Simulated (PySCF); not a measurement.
Compound: iso-butyl(methyl)(phenyl)phosphan, C11H17P.
Geometry (PBE0-D3(BJ)/def2-SVP, Å), atoms numbered from 1 in this order:
```
atom  x, y, z in Å
C1    -2.7084    1.4910    0.5623
C2    -1.8562    0.2305    0.4604
C3    -2.6326   -0.9986    0.9202
C4    -1.3085    0.0700   -0.9594
P5    -0.0918   -1.3280   -1.1553
C6     0.5237   -0.9347   -2.8543
C7     1.2892   -0.6829   -0.1128
C8     1.8689    0.5816   -0.2855
C9     2.8901    1.0178    0.5545
C10    3.3489    0.1953    1.5848
C11    2.7817   -1.0634    1.7690
C12    1.7599   -1.4974    0.9238
H13   -3.5671    1.4423   -0.1283
H14   -3.1077    1.6212    1.5805
H15   -2.1273    2.3920    0.3107
H16   -0.9891    0.3586    1.1347
H17   -3.5390   -1.1400    0.3074
H18   -2.9505   -0.8963    1.9692
H19   -2.0295   -1.9153    0.8335
H20   -0.8400    1.0135   -1.2903
H21   -2.1385   -0.1325   -1.6611
H22    0.8349    0.1148   -2.9761
H23   -0.2788   -1.1487   -3.5769
H24    1.3758   -1.5886   -3.0911
H25    1.5192    1.2404   -1.0855
H26    3.3320    2.0065    0.4064
H27    4.1499    0.5387    2.2441
H28    3.1360   -1.7124    2.5737
H29    1.3138   -2.4859    1.0659
```

The closed-shell ground state was solved at several levels (PySCF, density fitting, gas phase, non-relativistic).

| level | basis functions | HOMO (eV) | LUMO (eV) | gap (eV) | dipole (D) |
| --- | --- | --- | --- | --- | --- |
| wB97X-D/pcSseg-1 | 296 | -8.32 | 1.08 | 9.40 | 1.30 |
| PBE0/pcSseg-1 | 296 | -6.46 | -0.64 | 5.82 | 1.31 |

(1) What might CAM-B3LYP/def2-SVPD (380 basis functions) give for the same quantities?

(2) Over all these levels, which gives the widest orbital gap and which the narrowest?

(3) How far do the dipole and the HOMO energy spread over the levels?

Results:

(1) HOMO -7.73 eV, LUMO 0.41 eV, gap 8.14 eV, dipole 1.27 D.

(2) wB97X-D/pcSseg-1 (range-separated hybrid) has the widest, 9.40 eV, and PBE0/pcSseg-1 (global hybrid, 25 % exact exchange) the narrowest, 5.82 eV. The two share the basis. From the narrowest to the widest the HOMO moves by -1.86 eV and the LUMO by +1.72 eV.

(3) The dipole runs from 1.27 to 1.31 D (mean 1.29 D) and the HOMO from -8.32 to -6.46 eV.

One conformer stands for the species.
